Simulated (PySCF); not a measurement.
Cartesian coordinates (Å):
SMILES: C=[SiH][C]=O
```xyz
7

C     -1.1998    -0.5179     0.0112
Si     0.0273     0.7518     0.1938
C      1.7106     0.0452    -0.1033
O      2.7622    -0.3627     0.1005
H     -2.1886    -0.2688    -0.3600
H     -1.1136    -1.4862     0.4910
H      0.0019     1.8387    -0.8197
```
Charge 0, spin multiplicity 2.

### Question
Estimate the total energy, dipole moment and highest occupied spin orbital that PBE0-D3(BJ)/def2-TZVP in PySCF returns for this input.

### Answer

```
Property                              Value
-----------------------------  ------------
total energy                   -442.4028 Ha
dipole moment                        0.45 D
highest occupied spin orbital      -5.54 eV
```
